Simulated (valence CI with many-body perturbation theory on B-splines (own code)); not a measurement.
The numbers below are computed, except where a source is named.
# Ho²⁵⁺: magnetic and hyperfine properties of the levels

Level of theory: configuration interaction combined with many-body perturbation theory (CI+MBPT): six valence electrons over a frozen Dirac-Fock core [Kr], a basis of 7 s, 7 p, 8 d, 6 f, 4 g, 1 h functions for each j, with the one-electron correlation potential Σ1 (screened to all orders), the two-electron term Σ2, the three-electron term Σ3, Breit, model QED; selected single and double excitations, second order for the rest, scaled by the run's own slope (own B-spline code, finite nucleus).

No measured spectrum was set against this ion. As an estimate, terms of the open shell hold to 2 to 4 % of their energy, and close levels can change places. Core correlation moves these levels by up to 6600 cm⁻¹, and in measured spectra 5 to 20 % of such shifts remained as error; rates that hang on mixing are uncertain with them. Among the levels kept, up to 800 cm⁻¹ of a level comes from second order outside the variational space, and about a tenth of that is noise between levels of different J, which matters for small intervals. Only levels of the ground parity were solved; by the run's estimate the other parity begins above the list, which can be wrong where configurations are misplaced.

A/g_I is the dipole constant over the nuclear g factor μ/I (μ in nuclear magnetons, uniformly magnetised nucleus), B/Q the quadrupole constant per barn. Both hold the static response of the core; the bare values leave it out. Large factors of s and p1/2 electrons are usually good to 5 to 10 %; those of open d and f shells near neutrality can be off by tens of per cent, and small factors of p3/2, d and f electrons come from cancelling terms and can be off by a factor of two or in sign, in half-filled shells by more. B is blank for J = 1/2, where it vanishes, and for nearly pure S terms. Energies count from the lowest level. Levels with J = 0 are left out.

Levels are named by their leading jj configuration (3d3/2^4 stands for four electrons in 3d with j = 3/2), which in mixed levels can hold well under half, so a name can repeat and another be missing. Letters in brackets count levels of one name in rising energy.

```csv
Level,E (cm⁻¹),g,A/g_I (MHz),A/g_I bare,B/Q (MHz/b),B/Q bare
(4d3/2^4 4d5/2^2) J=4,0.0,1.328,4840,5320,11000,10500
(4d3/2^4 4d5/2^2) J=2,17751,1.339,4810,5320,-4840,-4610
(4d3/2^3 4d5/2^3) J=3 [a],57828,1.413,2620,3270,1250,1190
(4d3/2^3 4d5/2^3) J=1 [a],69185,1.377,4430,5010,-3950,-3760
(4d3/2^3 4d5/2^3) J=4 [a],69735,1.136,6130,6240,8620,8290
(4d3/2^3 4d5/2^3) J=5,88568,1.127,7160,7260,4690,4510
(4d3/2^3 4d5/2^3) J=6,90045,1.118,7920,8000,-9340,-8970
(4d3/2^3 4d5/2^3) J=2,101900,0.933,9980,9690,-7880,-7530
(4d3/2^3 4d5/2^3) J=3 [b],104790,1.034,9140,9050,4370,4150
(4d3/2^2 4d5/2^4) J=2 [a],125640,1.239,5520,5830,4460,4260
(4d3/2^3 4d5/2^3) J=1 [b],131840,1.007,6500,6370,7370,7060
(4d3/2^3 4d5/2^3) J=4 [b],133890,1.026,9140,9040,-5260,-5050
(4d3/2^2 4d5/2^4) J=2 [b],142670,1.334,2690,3190,5940,5710
(4d3/2^3 4d5/2^3) J=3 [c],143970,1.094,8520,8550,-12100,-11600
(4d3/2^2 4d5/2^4) J=4 [a],155350,1.097,7750,7790,507,523
(4d3/2^2 4d5/2^4) J=3 [a],164650,1.185,5380,5580,-6280,-6020
(4d3/2^2 4d5/2^4) J=5,164700,1.101,8150,8190,-7290,-6960
(4d3/2^2 4d5/2^4) J=6,175920,1.043,8970,8900,-11100,-10600
(4d3/2^2 4d5/2^4) J=3 [b],176960,0.943,10600,10300,854,826
(4d3/2^2 4d5/2^4) J=1,188720,1.108,8460,8510,-3090,-2960
(4d3/2^2 4d5/2^4) J=4 [b],195170,1.056,9200,9150,-501,-494
(4d3/2^2 4d5/2^4) J=2 [c],195370,1.053,8950,8900,-6940,-6670
(4d3/2^2 4d5/2^4) J=2 [d],222090,0.823,12600,12100,-1840,-1750
(4d3/2^2 4d5/2^4) J=4 [c],228930,1.167,6540,6710,-9940,-9500
(4d3/2 4d5/2^5) J=1,231820,1.499,-1510,-694,-2390,-2280
(4d3/2 4d5/2^5) J=4,267590,1.023,9190,9080,-6660,-6330
(4d3/2^2 4d5/2^4) J=2 [e],275520,1.179,6630,6820,3460,3310
(4d3/2 4d5/2^5) J=2,279020,1.081,8430,8430,-3380,-3240
(4d3/2 4d5/2^5) J=3,280780,1.066,8470,8450,-12700,-12200
```
